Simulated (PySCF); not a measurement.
## Gas-phase XPS of `O=CN[SiH2][NH][GeH3]`, computed

CH8GeN2OSi.
Numbering: `[O:1]=[CH:2][NH:3][SiH2:4][NH:5][GeH3:6]`

The calculation used delta-SCF UKS SCAN, pcX-2 on the ionised atom, pcseg-1 elsewhere, spin-free X2C in PySCF 2.14.0. Each binding energy is the total energy of the core-ionised species, with the hole localised on one atom, minus that of the ground state; both are solved self-consistently, so orbital relaxation is included.

Q: List the computed XPS lines with their assignment.

A: 
| atom(s) | bonded to | level | binding energy (eV) | 2p1/2 (eV) | above the level's lowest (eV) | count |
| --- | --- | --- | --- | --- | --- | --- |
| Si4 | 2 N and 2 H | Si 2p3/2 | 107.26 | 107.88 | 0.00 | 1 |
| C2 | O (double bond), N and H | C 1s | 293.83 | – | 0.00 | 1 |
| N5 | H, Ge and Si | N 1s | 403.95 | – | 0.00 | 1 |
| N3 | C, H and Si | N 1s | 405.33 | – | +1.38 | 1 |
| O1 | C (double bond) | O 1s | 537.24 | – | 0.00 | 1 |
| Si4 | 2 N and 2 H | Si 1s | 1847.23 | – | 0.00 | 1 |

Lowest listed N 1s: N5, bonded to H, Ge and Si. Highest, 1.38 eV above it: N3, bonded to C, H and Si. Summing the Pauling electronegativity differences to the bonded atoms, each weighted by its formal bond order, gives -3.01 for the lowest site and -2.47 for the highest.

Q: Which effective nuclear charge Zeff reproduces each element's mean 1s value in the hydrogen-like formula E = 13.606 eV × Zeff²?

A: C (Z = 6): mean 293.8 eV, Zeff = 4.65, Z − Zeff = 1.35; N (Z = 7): mean 404.6 eV, Zeff = 5.45, Z − Zeff = 1.55; O (Z = 8): mean 537.2 eV, Zeff = 6.28, Z − Zeff = 1.72; Si (Z = 14): mean 1847.2 eV, Zeff = 11.65, Z − Zeff = 2.35. Means run over the listed sites, weighted by atom count.

2p3/2 and 2p1/2 are the ΔSCF energy of one spin-free 2p hole plus the eigenvalues of a spin–orbit and ligand-field matrix of the shell. 2p1/2 minus 2p3/2 (ligand field included): Si 0.62 eV. No level of germanium is listed. The structure is a single PBE0-D3(BJ)/def2-SVP conformer in the gas phase; no vibrational or solvent corrections.

Conformer computed: `[O:1]=[CH:2][NH:3][SiH2:4][NH:5][GeH3:6]`: O1–C2–N3–Si4 2°, C2–N3–Si4–N5 -60°, N3–Si4–N5–Ge6 78°.
